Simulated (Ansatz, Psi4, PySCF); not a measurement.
HCl₂FSSi, singlet, geometry from GFN2-xTB, atoms displaced at random by about 0.03 Å a coordinate. Base run: R2SCAN/STO-3G, gradient in PySCF.

Here is a job for PySCF.
```python
from pyscf import gto, scf, dft

mol = gto.M(
    atom='''
F    -0.380644    0.435358    1.745562
Si   -0.065104    0.081122    0.141335
S     1.841084   -0.898081    0.185366
Cl   -1.426172   -1.206916   -0.433704
Cl   -0.151237    1.772602   -0.766777
H     2.481486    0.071442    0.725629
''',
    basis='sto-3g',
    charge=0,
    spin=0,
    verbose=4,
)

mf = dft.RKS(mol)
mf.xc = 'r2scan'
mf.kernel()
g = mf.nuc_grad_method()
grad = g.kernel()
```

Programs used: Ansatz (an electronic-structure program), Psi4, PySCF; a row that names a program was run with it.

The coordinate followed is z of atom 6.

The base run was repeated with changes; each row names its change, and settings that it needs were set with it.

```json
[
 {"change": "base", "dE/dx (Eh/bohr)": "-0.024337", "net force (Eh/bohr)": "0.005674"},
 {"change": "finite difference step (bohr) = 1e-4; conv_tol = 1e-11", "dE/dx (Eh/bohr)": "-0.024322", "net force (Eh/bohr)": "-"},
 {"change": "grids.level = 0; grid_response = off", "dE/dx (Eh/bohr)": "-0.024454", "net force (Eh/bohr)": "0.060485"},
 {"change": "code = ansatz", "dE/dx (Eh/bohr)": "-0.024324", "net force (Eh/bohr)": "0.000000"},
 {"change": "code = psi4", "dE/dx (Eh/bohr)": "-0.024298", "net force (Eh/bohr)": "0.007222"},
 {"change": "grids.level = 5; grid_response = off", "dE/dx (Eh/bohr)": "-0.024329", "net force (Eh/bohr)": "0.000699"},
 {"change": "grids.level = 1; grid_response = off", "dE/dx (Eh/bohr)": "-0.024318", "net force (Eh/bohr)": "0.013505"},
 {"change": "grids.level = 1; grid_response = on", "dE/dx (Eh/bohr)": "-0.024322", "net force (Eh/bohr)": "0.000000"},
 {"change": "finite difference step (bohr) = 1e-3; conv_tol = 1e-11", "dE/dx (Eh/bohr)": "-0.024322", "net force (Eh/bohr)": "-"},
 {"change": "conv_tol = 1e-6", "dE/dx (Eh/bohr)": "-0.024320", "net force (Eh/bohr)": "0.005674"},
 {"change": "finite difference step (bohr) = 0.2; conv_tol = 1e-11", "dE/dx (Eh/bohr)": "-0.023492", "net force (Eh/bohr)": "-"},
 {"change": "grids.level = 0; grid_response = on", "dE/dx (Eh/bohr)": "-0.023819", "net force (Eh/bohr)": "0.000000"}
]
```

The net force is zero for an exact gradient.
